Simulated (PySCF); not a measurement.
C5H4F2O, SMILES C=C=CO/C(F)=C\F. Heavy atoms are numbered as in [CH2:1]=[C:2]=[CH:3][O:4]/[C:5]([F:6])=[CH:7]\[F:8]. Hydrogens are named by the atom that carries them.

Coordinates come from a B3LYP-D3(BJ)/def2-SVP optimisation. The structure was generated by enumeration; whether it is a known compound was not checked. The values are those of a single conformer.

Computed with PBE/def2-TZVP in PySCF.

ESP charges are fitted to the potential on shells at 1.4 to 2.0 van der Waals radii. Atomic charges (e), one atom of each kind:

```json
[
 {"atom": "C1 (CH2)", "ESP fit": "?", "meta-Löwdin": "-0.25"},
 {"atom": "C2", "ESP fit": "?", "meta-Löwdin": "-0.05"},
 {"atom": "C3 (CH)", "ESP fit": "?", "meta-Löwdin": "0.01"},
 {"atom": "O4", "ESP fit": "-0.11", "meta-Löwdin": "-0.27"},
 {"atom": "C5", "ESP fit": "0.23", "meta-Löwdin": "0.38"},
 {"atom": "F6", "ESP fit": "-0.12", "meta-Löwdin": "-0.24"},
 {"atom": "C7 (CH)", "ESP fit": "?", "meta-Löwdin": "0.06"},
 {"atom": "F8", "ESP fit": "?", "meta-Löwdin": "-0.23"},
 {"atom": "H on C1", "ESP fit": "0.23", "meta-Löwdin": "0.15"},
 {"atom": "H on C3", "ESP fit": "0.19", "meta-Löwdin": "0.15"},
 {"atom": "H on C7", "ESP fit": "0.18", "meta-Löwdin": "0.14"}
]
```

**Question.** What belongs in the gaps? (Estimate from the structure and the level; the computed values follow.)

**Answer.** 
- C1 (CH2), ESP fit: -0.51
- C2, ESP fit: 0.12
- C3 (CH), ESP fit: -0.17
- C7 (CH), ESP fit: -0.16
- F8, ESP fit: -0.08

Computed Mayer and Wiberg (Löwdin basis) orders of the bonds:
```csv
bond,Mayer,Wiberg
C1–C2,1.99,2.18
C2–C3,1.86,2.04
C3–O4,1.02,1.46
O4–C5,1.14,1.60
C5–F6,1.10,1.75
C5–C7,1.76,1.97
C7–F8,1.11,1.78
```
